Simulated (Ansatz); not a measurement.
Compare A (`C[O][Sn][OH]`) with its isomer B (`O=C[O][SnH3]`).

Computed with Ansatz on PBE0-D4/def2-TZVP structures; ΔE is electronic, products minus reactants. CCSD(T)/CBS is the MP2 limit (def2-TZVPP, def2-QZVPP) plus CCSD(T) − MP2 in def2-TZVPP, frozen cores. DFT in def2-TZVPP. B3LYP here is the variant with VWN-RPA as its local correlation; programs differ in this. Elements past krypton have def2 core potentials. For Sn outer-core shells are correlated without core-valence functions, which leaves a few kJ/mol of doubt a bond. Each species was taken in one conformer, which may not be the lowest.

(1) Which isomer does CCSD(T)/CBS put lower? Give the gap. (Best estimate.)

(2) Give E(B) − E(A) in kJ/mol with HF/def2-TZVPP, CCSD/def2-TZVPP, B3LYP, B3LYP-D4, LDA (SPW92), BLYP-D4, PBE-D4. (An estimate is asked.)

(3) Does the order hold for the free energy at 298.15 K (harmonic terms from PBE0-D4)? (An estimate is asked.)

Largest T1 diagnostic: 0.017.

Answers

(1) Computed: A, by 121.5 kJ/mol.

(2) Computed: HF/def2-TZVPP 82.3, CCSD/def2-TZVPP 103.6, B3LYP 123.6, B3LYP-D4 124.3, LDA (SPW92) 101.0, BLYP-D4 131.8, PBE-D4 114.8. None reverses the order clearly.

(3) Ansatz gave: Yes: G(B) − G(A) = +100.5 kJ/mol, for one conformer each. Modes under 60 cm⁻¹, often nearly free rotors, make the harmonic entropy too high.

From BLYP to BHLYP (50 % exact exchange), in def2-TZVPP and without D4, E(B) − E(A) moves by −17.2 kJ/mol. In def2-TZVPP, CCSD(T) changes the Hartree–Fock value by +18.3 kJ/mol (the triples alone add −3.1 kJ/mol) and MP2 by +37.7 kJ/mol.
